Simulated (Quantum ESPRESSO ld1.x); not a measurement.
Results of a calculation; reference values are marked as such.
Problem. All-electron atom: P V in [Ne] 3s1. Level of theory: non-relativistic Kohn-Sham, exchange-only KLI, spin-polarised, spherical densities, point nucleus; open shells are filled with parallel spins first (ld1.x of Quantum ESPRESSO 7.5). Some entries of the table are withheld. Estimate them.

orbital  occ.  eigenvalue (eV)  <r> (bohr)  <r^2> (bohr^2)
1s down     1         -2155.71      0.1040         0.01455
1s up       1         -2143.10      0.1040         0.01454
2s down     1         -251.473      0.5170          0.3173
2s up       1         -237.870      0.5170          0.3176
2p down     3              (1)      0.4793          0.2860
2p up       3              (2)      0.4796          0.2871
3s down     0         -70.1086         (3)           2.601
3s up       1         -64.4444         (4)           2.944

Solution. 
(1) 2p down eigenvalue (eV): -202.725
(2) 2p up eigenvalue (eV): -189.197
(3) 3s down <r> (bohr): 1.510
(4) 3s up <r> (bohr): 1.609
